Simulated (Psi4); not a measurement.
Two rigid molecules brought together: H4O4Si ··· H3ClSi (SMILES O[Si](O)(O)O and [SiH3]Cl). Monomers: optimised at B3LYP-D3(BJ) (def2-TZVP), held rigid. Orientation: lowest of the rigid-body minima from ten starts at GFN2-xTB. R is the distance of the centres of mass, along which the second monomer moves.

Computed with: PBE/def2-TZVP, counterpoise-corrected (Psi4); PBE-D3(BJ)/def2-TZVP, counterpoise-corrected (Psi4); SAPT0/jun-cc-pVDZ, frozen core (Psi4).

Interaction energies in kJ/mol; the last columns give the difference from SAPT0:

| R / Å | PBE/def2-TZVP | PBE-D3(BJ)/def2-TZVP | SAPT0/jun-cc-pVDZ | PBE/def2-TZVP − SAPT0/jun-cc-pVDZ | PBE-D3(BJ)/def2-TZVP − SAPT0/jun-cc-pVDZ |
|---|---|---|---|---|---|
| 3.28 | 78.93 | 63.87 | 75.19 | 3.74 | -11.32 |
| 3.50 | 27.88 | 14.30 | 22.74 | 5.14 | -8.44 |
| 3.73 | 3.39 | -8.58 | -2.34 | 5.73 | -6.23 |
| 3.89 | -4.29 | -15.10 | -10.09 | 5.80 | -5.01 |
| 4.10 | -8.36 | -17.68 | -13.90 | 5.53 | -3.79 |
| 4.33 | -9.00 | -16.76 | -13.89 | 4.89 | -2.87 |
| 4.61 | -7.77 | -13.82 | -11.67 | 3.90 | -2.15 |
| 4.86 | -6.25 | -11.01 | -9.32 | 3.07 | -1.69 |
| 5.40 | -3.51 | -6.25 | -5.34 | 1.83 | -0.91 |
| 6.10 | -1.56 | -2.88 | -2.62 | 1.06 | -0.26 |
| 7.09 | -0.54 | -1.05 | -1.09 | 0.56 | 0.05 |
| 8.41 | -0.20 | -0.37 | -0.42 | 0.22 | 0.05 |

PBE/def2-TZVP is furthest from SAPT0/jun-cc-pVDZ at 3.89 (5.80 kJ/mol, above); its mean absolute difference over the points is 3.46 kJ/mol.

PBE-D3(BJ)/def2-TZVP is furthest from SAPT0/jun-cc-pVDZ at 3.28 (-11.32 kJ/mol, below); its mean absolute difference over the points is 3.56 kJ/mol.
